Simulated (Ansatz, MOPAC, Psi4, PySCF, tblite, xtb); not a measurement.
Dimer HCl3Ge ··· HCl (SMILES [Cl][GeH]([Cl])[Cl] and Cl) at R = 3.50 Å between the centres of mass, closest contact 2.92 Å (lowest of the rigid-body minima from ten starts at GFN2-xTB). Geometry in Å and degrees:

```
Ge
H 1 1.5260
Cl 1 2.1442 2 110.41
Cl 1 2.1442 2 110.42 3 119.99
Cl 1 2.1442 2 110.42 3 -119.99
Cl 2 2.9212 1 88.56 3 57.84
H 6 1.2820 2 123.44 1 122.58
```

GFN2-xTB (tblite); SAPT0/jun-cc-pVDZ, frozen core (Psi4); PBE0/def2-TZVP, counterpoise-corrected (Psi4); PBE0-D3(BJ)/def2-TZVP, counterpoise-corrected (Psi4); PBE/def2-TZVP, counterpoise-corrected (Psi4); PBE-D3(BJ)/def2-TZVP, counterpoise-corrected (Psi4); wB97M-V/def2-TZVP, counterpoise-corrected (Psi4); HF/aug-cc-pVTZ, counterpoise-corrected (Psi4); MP2/aug-cc-pVTZ = DF-MP2/aug-cc-pVTZ, frozen core, counterpoise-corrected run with Psi4 1.11; SCS-MP2/aug-cc-pVTZ = DF-SCS-MP2/aug-cc-pVTZ, frozen core, counterpoise-corrected in Psi4; RHF/aug-cc-pVDZ, counterpoise-corrected (Ansatz, a first-principles code); MP2/aug-cc-pVDZ = MP2 on RHF/aug-cc-pVDZ, cores with 3d frozen, counterpoise-corrected run with Ansatz; CCSD/aug-cc-pVDZ = CCSD on RHF/aug-cc-pVDZ, cores with 3d frozen, counterpoise-corrected run with Ansatz; CCSD(T)/aug-cc-pVDZ = CCSD(T) on RHF/aug-cc-pVDZ, cores with 3d frozen, counterpoise-corrected run with Ansatz; PM7, restricted, heats of formation (MOPAC); AM1, restricted, heats of formation (MOPAC); GFN1-xTB (xtb); RKS-B3LYP/6-31G* = restricted B3LYP/6-31G*, spherical d, no counterpoise correction (PySCF 2.14.0); RHF/STO-3G = restricted Hartree-Fock/STO-3G, no counterpoise correction in PySCF; RMP2/3-21G = restricted MP2 (frozen core)/3-21G, no counterpoise correction (PySCF 2.14.0).

What interaction energy does each level give?


| method | E_int / kJ/mol |
|---|---|
| PM7 | -25.25 |
| GFN2-xTB | -18.22 |
| GFN1-xTB | -8.03 |
| AM1 | -6.19 |
| RMP2/3-21G | -2.20 |
| wB97M-V/def2-TZVP | 0.52 |
| MP2/aug-cc-pVTZ | 0.52 |
| PBE0-D3(BJ)/def2-TZVP | 1.51 |
| PBE-D3(BJ)/def2-TZVP | 1.89 |
| RHF/STO-3G | 5.49 |
| SCS-MP2/aug-cc-pVTZ | 5.68 |
| MP2/aug-cc-pVDZ | 6.00 |
| PBE0/def2-TZVP | 8.86 |
| CCSD(T)/aug-cc-pVDZ | 9.05 |
| SAPT0/jun-cc-pVDZ | 9.13 |
| PBE/def2-TZVP | 9.37 |
| CCSD/aug-cc-pVDZ | 10.76 |
| RKS-B3LYP/6-31G* | 12.47 |
| HF/aug-cc-pVTZ | 22.43 |
| RHF/aug-cc-pVDZ | 22.61 |
